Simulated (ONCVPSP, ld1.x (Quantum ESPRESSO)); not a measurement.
Hardness and transferability of assorted potentials

Generated with ld1.x 7.5 (TM, RRKJ, ultrasoft, PAW), atompaw 4.2 or ONCVPSP 4.0.1. The cutoff is in Ry: for ld1.x and atompaw files where the sum of valence levels is converged to 10 mRy in a Bessel basis, for ONCV files where the hardest occupied wave has 1 mHa per electron of residual kinetic energy. The error is the largest all-electron minus pseudo excitation energy over each file’s own four to seven test configurations (ionisations up to +4, promotions, holes and added fractions of an electron), all of which were solved. The labels leave out finer settings (local radius, basis sizes, second energies), which also bear on the numbers. Spin-polarised tests are not counted. The rows are a selection from randomly drawn settings: files with unsolved tests, undetermined cutoffs or missed reference levels are left out.

A true bound ghost makes a file unfit for plane-wave use even where its test errors are small: the radial tests pick states by their node count and pass the ghost by.

```csv
element,potential,cutoff (Ry),largest error (meV),bound ghosts
B,"ONCV, PBEsol, scalar-relativistic, rc 1.20/1.00 (sp), local smoothed, core correction yes, reference 2s1, qcut 4.3/6.9, projectors 1/2",49,+78,none
Ni,"ONCV, PBE, scalar-relativistic, rc 2.20/2.35/1.55/2.10 (spdf), local smoothed, core correction yes, reference 3d8 4s0.5, qcut 2.5/4/10.8/4.9, projectors 2/2/2/1",88,-27,s
Tc,"ONCV, PBEsol, scalar-relativistic, rc 1.50/1.60/2.10 (spd), local smoothed, core correction yes, reference 4s2 4p6 4d5 5s2, qcut 7.8/8/6.9, projectors 2/1/1",53,+59,none
In,"TM, PBE, scalar-relativistic, rc 1.90/2.90/2.65 (spd), local smoothed, core correction yes, reference 5s2 5p0.5",18,-189,s
In,"PAW, PBE, scalar-relativistic, rc 1.95/2.50/1.50 (spd), local smoothed, core correction yes, reference 4d10 5s0 5p0",60,-178,s
Lu,"ONCV, PBE, scalar-relativistic, rc 1.95/1.95/2.70/1.15 (spdf), local smoothed, core correction yes, reference 4f14 5s2 5p6 5d1 6s1, qcut 5.7/6/5.9/12.6, projectors 2/2/1/2",213,+234,none
W,"ONCV, LDA (Perdew-Wang 92), scalar-relativistic, rc 1.65/1.90/2.15 (spd), local smoothed, core correction no, reference 5s2 5p6 5d4 6s2, qcut 5.9/6/6.3, projectors 2/2/2",31,-13,none
Pt,"ONCV, PBEsol, scalar-relativistic, rc 1.10/2.20/1.75 (spd), local smoothed, core correction yes, reference 5s2 5p6 5d9 6p1, qcut 6.4/5.6/10.3, projectors 2/2/2",342,-146,none
```

**Question.** Fill in the row for Rh: ONCV, PBE, fully relativistic, rc 1.45/1.35/2.10 (spd), local smoothed, core correction yes, reference 4s2 4p6 4d8 5s1, qcut 6.9/12.7/8.5, projectors 2/1/1.

**Answer.** cutoff 93 Ry, largest error -236 meV, bound ghosts: none.
